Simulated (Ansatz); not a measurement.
Ansatz (an electronic-structure program) input (B3LYP/def2-TZVPD):

Ansatz 0.2 input:
```yaml
crystal:
  periodic: [false, false, false]
  atoms:
    - {symbol: C, position_ang: [-2.68123845, -0.65613258, -0.67488810]}
    - {symbol: C, position_ang: [-1.33649306, 0.06770196, -0.63759386]}
    - {symbol: C, position_ang: [-1.40607006, 1.31607737, 0.24005172]}
    - {symbol: C, position_ang: [-0.22056100, -0.88944582, -0.16564680]}
    - {symbol: C, position_ang: [1.14994023, -0.31625024, -0.26371769]}
    - {symbol: C, position_ang: [1.98996841, -0.09123223, 0.81007226]}
    - {symbol: C, position_ang: [3.25504564, 0.45214273, 0.73465998]}
    - {symbol: H, position_ang: [-2.64608742, -1.52941083, -1.32969742]}
    - {symbol: H, position_ang: [-3.47377418, 0.00317517, -1.03449624]}
    - {symbol: H, position_ang: [-2.96319789, -0.99915892, 0.32453801]}
    - {symbol: H, position_ang: [-1.08916990, 0.38118246, -1.65861469]}
    - {symbol: H, position_ang: [-1.65242950, 1.04652935, 1.27127186]}
    - {symbol: H, position_ang: [-0.45392818, 1.84780530, 0.25475381]}
    - {symbol: H, position_ang: [-2.17528510, 2.00381371, -0.11680449]}
    - {symbol: H, position_ang: [-0.42583170, -1.19121856, 0.86672849]}
    - {symbol: H, position_ang: [-0.28022650, -1.79962318, -0.77592960]}
    - {symbol: H, position_ang: [1.49881132, -0.04028444, -1.25589027]}
    - {symbol: H, position_ang: [1.61760725, -0.36679407, 1.79425870]}
    - {symbol: H, position_ang: [3.68131382, 0.74656652, -0.21628816]}
    - {symbol: H, position_ang: [3.85864761, 0.60025057, 1.61854513]}
basis:
  gaussian:
    orbitals: def2-TZVPD
hamiltonian:
  xc: {name: B3LYP}
magnetization: {spin_polarized: true, initial_magnetization: 1}
output: {forces: true}
```

Output:

```
Functional definition: B3LYP
integrals: 0.43 GiB planned
1881 factors; their error is unknown
0.55 GiB of the device are held for the grids
2.69 GiB of device memory are held for the factors and their scratch space
mean field: 4.05 GiB planned
mean field evaluation 1: about -7454.9188 eV, gradient 6.1e1 eV
mean field evaluation 2: about -7441.6342 eV, gradient 7.8e1 eV
mean field evaluation 4: about -7472.9096 eV, gradient 6.5e0 eV
mean field evaluation 8: about -7473.1173 eV, gradient 2.1e-1 eV
mean field evaluation 16: about -7473.0539 eV, gradient 8.4e-3 eV
mean field -7473.05389743 eV, -274.6296653128 hartree, gradient 4.4e-5 eV, S^2 0.776160; 0 other end points of the search recorded, 0 dependent functions left out
the calculation of the forces begins
reference -7473.05426417 eV, -274.6296787900 hartree; 28, 27 occupied and 348, 349 virtual orbitals, 1881 factors
Total energy: -7473.05426417 eV, -274.6296787900 hartree
Atom 0 at    -2.681238    -0.656133    -0.674888 Å, force    -0.022989    -0.008593    -0.007515 eV/Å
Atom 1 at    -1.336493     0.067702    -0.637594 Å, force    -0.015664     0.002503    -0.009314 eV/Å
Atom 2 at    -1.406070     1.316077     0.240052 Å, force    -0.018682     0.028723     0.005010 eV/Å
Atom 3 at    -0.220561    -0.889446    -0.165647 Å, force     0.003109    -0.019383    -0.004558 eV/Å
Atom 4 at     1.149940    -0.316250    -0.263718 Å, force     0.020578    -0.011215    -0.013966 eV/Å
Atom 5 at     1.989968    -0.091232     0.810072 Å, force     0.027923    -0.007888     0.022955 eV/Å
Atom 6 at     3.255046     0.452143     0.734660 Å, force     0.029131     0.007729     0.003955 eV/Å
Atom 7 at    -2.646087    -1.529411    -1.329697 Å, force    -0.011967    -0.009289    -0.007057 eV/Å
Atom 8 at    -3.473774     0.003175    -1.034496 Å, force    -0.015063    -0.002012    -0.005307 eV/Å
Atom 9 at    -2.963198    -0.999159     0.324538 Å, force    -0.016594    -0.008815     0.002979 eV/Å
Atom 10 at    -1.089170     0.381182    -1.658615 Å, force    -0.003886     0.004162    -0.013984 eV/Å
Atom 11 at    -1.652429     1.046529     1.271272 Å, force    -0.008916     0.013648     0.013723 eV/Å
Atom 12 at    -0.453928     1.847805     0.254754 Å, force    -0.007319     0.022984     0.003455 eV/Å
Atom 13 at    -2.175285     2.003814    -0.116804 Å, force    -0.005194     0.015913     0.002517 eV/Å
Atom 14 at    -0.425832    -1.191219     0.866728 Å, force     0.001459    -0.014703     0.010350 eV/Å
Atom 15 at    -0.280226    -1.799623    -0.775930 Å, force     0.002516    -0.015220    -0.006145 eV/Å
Atom 16 at     1.498811    -0.040284    -1.255890 Å, force     0.010730    -0.002444    -0.013613 eV/Å
Atom 17 at     1.617607    -0.366794     1.794259 Å, force     0.009848    -0.003608     0.013541 eV/Å
Atom 18 at     3.681314     0.746567    -0.216288 Å, force     0.012369     0.004111    -0.003913 eV/Å
Atom 19 at     3.858648     0.600251     1.618545 Å, force     0.008611     0.003396     0.006887 eV/Å
Dipole moment:    -0.105027    -0.016456    -0.052442 e Å
```

It need not be the lowest isomer of its formula.
